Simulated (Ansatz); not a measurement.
Reaction (cleavage of the Sn–Si bond): `B[SiH](Cl)[SnH3]` + CH₃SH → `C[S][SnH3]` + `B[SiH2]Cl`

Gas-phase electronic energies from Ansatz, PBE0-D4/def2-TZVP geometries. CBS: MP2 limit from def2 TZ/QZ plus the TZ coupled-cluster correction, frozen cores. This one scheme is used for every species. DFT in def2-TZVPP. def2 core potentials past Kr. For Sn outer-core shells are correlated without core-valence functions, which leaves a few kJ/mol of doubt a bond.

| level | ΔE (eV) |
| --- | --- |
| r2SCANh-D4 | -0.11 |
| B2PLYP | -0.27 |
| r2SCAN | -0.08 |
| r2SCAN0 | -0.17 |

Q: What does CCSD(T)/CBS give? (Best estimate.)

A: The calculation gave: -0.22 eV. The listed levels differ from it by 0.11, -0.05, 0.14, 0.05 eV.

Largest T1 diagnostic among the species: 0.013.

From r2SCAN to r2SCAN0 (25 % exact exchange), in def2-TZVPP and without D4, ΔE moves by −0.09 eV. The D4 term adds +0.04 eV with B3LYP and +0.02 eV with PBE0; it sums over pairs of atoms, weighted by their polarisabilities, and B3LYP, whose exchange is more repulsive, gets the larger term. Leaving LDA and LC-ωPBE aside and taking each functional with its dispersion term where it has one, the values, not all of them listed here, spread over 0.54 eV, from BHLYP-D4 to PBE-D4. LDA lies +0.25 eV from PBE without D4.

B3LYP here is the variant with VWN-RPA as its local correlation; programs differ in this.
